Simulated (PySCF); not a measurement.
Ligands exchanged one at a time, Ge F-SH. Isolated molecules, 0 K electronic values unless said otherwise. One relaxed conformer stands for each flexible species; it need not be the lowest. Strings in code marks are SMILES.

Level of theory: PBE-D3(BJ)/def2-TZVP (PySCF). Excitations are Tamm–Dancoff values on a coarser integration grid. The basis has no diffuse functions, so Rydberg states are missing or too high.

```tsv
species	LUMO (eV)	S1 excitation (TDA) (eV)	HOMO–LUMO gap (eV)
0 of 4 F replaced by SH	-3.30	7.32	7.16
1 of 4 F replaced by SH (`[F][Ge]([F])([F])[SH]`)	-2.82	4.96	4.74
2 of 4 F replaced by SH (`[F][Ge]([F])([SH])[SH]` (S–Ge–S–H torsion -148°, S–Ge–S–H torsion -148°))	-2.56	4.72	4.56
3 of 4 F replaced by SH (`[F][Ge]([SH])([SH])[SH]`)	-2.46	4.37	4.18
4 of 4 F replaced by SH	-2.46	4.10	3.93
```
